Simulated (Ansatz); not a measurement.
Z-matrix (Å, degrees):
```
Al
Cl 1 2.279
Cl 1 2.279 2 91.3
F 1 1.644 2 106.9 3 108.0
H 1 1.560 2 111.9 3 -114.2
Al 2 2.279 1 88.7 3 -0.2
F 6 1.644 2 106.9 1 108.2
H 6 1.560 2 111.8 1 -114.0
```

Charge 0, multiplicity 1.

(1) List the PBE/def2-TZVPP orbital energies in eV (Ansatz). (Estimate.)

Results:

(1) Ansatz gave: Occupied: -2740.33, -2740.32, -1508.04, -1508.04, -659.26, -659.26, -250.92, -250.92, -191.54, -191.54, -191.52, -191.52, -191.44, -191.44, -108.23, -108.23, -70.26, -70.26, -70.21, -70.21, -70.09, -70.09, -28.61, -28.61, -22.02, -21.51, -12.21, -12.15, -10.92, -10.78, -10.51, -10.18, -9.87, -9.75, -9.62, -9.45, -9.19, -8.98, -8.55, -8.08. Lowest empty: -1.28, -0.92, -0.68, -0.47, -0.37, 0.23, 1.35, 1.41.
